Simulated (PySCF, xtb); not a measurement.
CH₃BeClS, SMILES C[S][Be][Cl]. The values are those of a single conformer.

Harmonic wavenumbers (cm⁻¹) from GFN2-xTB (xtb 6.7.1) at its own minimum, in rising order: 55, 69, 202, 254, 356, 704, 935, 958, 975, 1312, 1442, 1453, 3046, 3056, 3058.

Question: What does B3LYP-D3(BJ)/def2-SVP in PySCF give at its own minimum? (An estimate is asked for; the answer gives what the named calculation found.)

Answer: 65, 93, 228, 317, 379, 684, 953, 971, 1098, 1336, 1457, 1460, 3054, 3160, 3161. Paired by order, the mean absolute difference is 39 cm⁻¹ and the zero-point energies are 25.6 and 26.3 kcal/mol.
